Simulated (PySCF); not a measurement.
Consider `[Cl][Ge][Cl]` (Cl2Ge). Coordinates in Å; atoms count from 1 in this order:
```
Ge    0.0078   -0.0045   -0.9516
Cl    1.6778   -0.0008    0.4646
Cl   -1.6632    0.0001    0.4635
```

Energies: B3LYP-D3(BJ)/ma-def2-SVP (PySCF, density fitting, integration grid level 2) on PBE0-D3(BJ)/def2-SVP structures. The prefix ma- adds one diffuse s and one diffuse p function on all atoms but H. Zero-point and thermal terms (298.15 K, 1 bar) come from unscaled GFN2-xTB harmonic frequencies, with soft modes damped to free rotors in the entropy. These were taken at the GFN2-xTB minima.

Q: What are the vertical and the adiabatic ionisation energy for forming the radical cation?

A: 10.50 eV vertical and 10.28 eV adiabatic, the latter with zero-point energy.

Q: Where does the unpaired spin of the relaxed radical cation sit?

A: Ge1 (germanium) 0.50, Cl3 (chlorine) 0.25, Cl2 (chlorine) 0.25 (intrinsic atomic orbital populations).

Q: What oxidation potential follows in water (IEF-PCM), given that Fc+/Fc comes at 4.42 V absolute with this functional and basis?

A: In the gas phase ΔG of oxidation is 10.267 eV, and solvation is -14.7 kJ/mol for the parent and -245.5 kJ/mol for the product, so the absolute potential is 7.88 V, or 3.46 V against Fc+/Fc. Fc+/Fc in water, 4.42 V, is B3LYP-D3(BJ)/ma-def2-SVP on PBE0-D3(BJ)/def2-SVP structures with GFN2-xTB thermal terms. Benchmark calculations put it near 5.0 V in acetonitrile and DMSO, so it is about 0.6 V low, and the value against it can read up to that much too high. The solvent is electrostatics only, on gas-phase structures; the absolute scale refers to an electron at rest in vacuum.

Q: How far is −ε(HOMO) from the vertical value by ΔSCF?

A: −ε(HOMO) = 8.12 eV, which is 2.38 eV below the ΔSCF value.

Note: ma-def2-SVP is a small basis, whose errors can reach tens of kJ/mol; spin-orbit coupling is left out of the energies, which matters for open shells on the heavier atoms; atoms from Ga to Kr are treated without relativity.
